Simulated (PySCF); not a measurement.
**Correlation energy of F²⁺ (fluorine, charge +2)**

[He] 2s1 2p4, high-spin 4P determinant (an excited configuration). Computed with PySCF 2.14 in x2c-TZVPPall with one added diffuse shell each of s, p, d type (6s4p3d1f, 40 functions), with the spin-free X2C one-electron Hamiltonian (Gaussian nucleus). Frozen: nothing; 7 electrons correlated.

MP2 pair energies summed by pair of shells (mhartree):

```
 pair  energy  share (%)
2p-2p  -82.51       71.9
2s-2p  -13.29       11.6
1s-1s  -12.70       11.1
1s-2p   -4.94        4.3
1s-2s   -1.25        1.1
```

Total MP2 correlation energy: -114.69 mhartree.

Same-spin part -30.23 and opposite-spin part -84.46 mhartree; SCS-MP2 scales them by 1/3 and 6/5 to -111.43 mhartree.

This basis was not built for core-valence correlation, so the inner-shell part is incomplete.
